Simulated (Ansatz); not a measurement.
Relaxation of BrF3GeH2 (7 atoms, charge 0, multiplicity 1), to a largest force component of 0.03 eV/Å in at most 50 steps.

These are results of RKS B3LYP/def2-SVP in Ansatz 0.2.0, not measurements.

```xyz
7
Properties=species:S:1:pos:R:3
Ge -0.303 -0.586 -0.468
H 1.162 1.057 1.285
F -1.007 -1.780 -1.479
F -0.221 -1.265 1.104
F 1.296 -0.346 -1.038
H 0.668 1.533 1.134
Br -1.594 1.387 -0.537
```

Task: Where does it end, and by what steps?

Result: The forces met the threshold. The force dipped under the threshold on the way, but the program's further checks kept it going. After 30 steps the energy has fallen by 0.247 eV; H6 moved furthest, 1.59 Å.

| step | energy less start (eV) | largest force component (eV/Å) | accepted |
| --- | --- | --- | --- |
| 0 | 0.0000 | 1.806 | yes |
| 2 | -0.2110 | 0.175 | yes |
| 4 | -0.2187 | 0.045 | yes |
| 6 | -0.2123 | 0.683 | no |
| 8 | -0.2210 | 0.119 | yes |
| 10 | -0.2227 | 0.112 | yes |
| 12 | -0.2238 | 0.086 | yes |
| 14 | -0.2330 | 0.075 | yes |
| 16 | -0.2368 | 0.027 | yes |
| 18 | -0.2376 | 0.022 | yes |
| 20 | -0.2395 | 0.094 | yes |
| 22 | -0.2418 | 0.162 | yes |
| 24 | -0.2434 | 0.185 | yes |
| 26 | -0.2454 | 0.029 | yes |
| 28 | -0.2459 | 0.187 | yes |
| 30 | -0.2470 | 0.014 | yes |

```xyz
7
Properties=species:S:1:pos:R:3
Ge -0.515 -0.639 -0.887
H 1.235 1.188 2.072
F -1.103 -2.233 -1.128
F 0.052 -0.561 0.734
F 0.852 -0.448 -1.903
H 1.580 1.776 2.412
Br -2.101 0.917 -1.301
```

Time of the run: 81 s on 2 threads of Intel(R) Xeon(R) Platinum 8488C (Sapphire Rapids), with other jobs on the host, peak memory 0.34 GiB.
